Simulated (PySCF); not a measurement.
# Static response to an electric field

C8H16Si.
Geometry (PBE0-D3(BJ)/def2-SVP, Å), atoms numbered from 1 in this order:
```
atom  x, y, z in Å
C1    -2.276   -0.207    1.335
C2    -2.361   -0.461   -0.166
C3    -1.219    0.385   -0.735
C4    -0.122    0.404    0.362
C5     1.171   -0.284   -0.058
C6     2.292   -0.334    1.020
Si7    3.529   -0.279   -0.411
C8     1.952    0.366   -1.237
C9    -0.773   -0.256    1.598
H10   -2.670    0.799    1.566
H11   -2.849   -0.927    1.940
H12   -2.176   -1.531   -0.366
H13   -3.341   -0.217   -0.604
H14   -1.574    1.409   -0.933
H15   -0.840   -0.003   -1.693
H16    0.136    1.451    0.602
H17    0.925   -1.324   -0.343
H18    2.319    0.615    1.584
H19    2.252   -1.164    1.739
H20    3.952   -1.630   -0.895
H21    4.741    0.596   -0.321
H22    1.903    1.466   -1.167
H23    1.655    0.069   -2.252
H24   -0.476    0.223    2.543
H25   -0.450   -1.310    1.662
```

Level: wB97X-D/def2-SVPD (PySCF), static field, nuclei fixed, core orbitals frozen in the response. The polarisability tensor in these axes (au):

```
x   141.19  -0.81  -5.71
y    -0.81  99.76  -1.82
z    -5.71  -1.82 109.43
```

Q: Give the principal values, the mean and the anisotropy Δα = √{½[(α1 − α2)² + (α2 − α3)² + (α1 − α3)²]}.

A: Principal values 99.34, 108.84 and 142.20 au; mean 116.79 au = 17.31 Å³ = 19.26 × 10⁻⁴⁰ C²·m²/J; Δα = 38.98 au (33 % of the mean).

Q: What is the dipole moment, and where does it point?

A: (-0.55, 0.18, 0.15) D, 0.60 D in size, pointing from the negative to the positive side. Measured along this direction, the outermost atoms are H20 and H21 at the negative end and H10 at the positive end.

Q: Refractivity n − 1 of an ideal gas of it at 273.15 K and 1 atm, from the electronic α?

A: N = p/kT = 2.6868 × 10¹⁹ cm⁻³, so n − 1 = 2π × N × 17.31 × 10⁻²⁴ cm³ = 2922 × 10⁻⁶ at long wavelengths, for an ideal gas.

Q: Orientational against electronic polarisability at 500 K (dilute gas, rigid molecules)?

A: In Gaussian units μ²/3kT = 1.75 Å³ against 17.31 Å³, a ratio of 0.10; the Debye molar polarisation (4π/3)N_A(α + μ²/3kT) is 48.1 cm³/mol, leaving out the vibrational part.

Q: Along which axes do the principal values lie, and how far do the nuclei extend along each?

A: Largest value along (0.99, -0.01, -0.17), where the nuclei span 7.90 Å; middle along (0.17, -0.21, 0.96), 4.24 Å; least along (0.05, 0.98, 0.20), 3.22 Å. The response follows the extents in order.

Q: Form Σ f/ω² (atomic units) for the 10 lowest TDDFT singlets, given as eV and f, and set it beside the mean polarisability, which is this sum over all singlets: 7.21, 0.0134; 7.75, 0.0040; 7.82, 0.1298; 8.06, 0.0261; 8.07, 0.0126; 8.24, 0.0000; 8.38, 0.1690; 8.51, 0.0000; 8.58, 0.0216; 8.70, 0.0366.

A: They add up to 4.61 au, 3.9 % of the 116.79 au; the largest single term is 1.78 au, from the state at 8.38 eV. Terms in order: 0.19, 0.05, 1.57, 0.30, 0.14, 0.00, 1.78, 0.00, 0.22, 0.36 au. Higher excitations give the rest. The strengths listed sum to 0.413.

The structure is a single PBE0-D3(BJ)/def2-SVP conformer in the gas phase; no vibrational or solvent corrections.
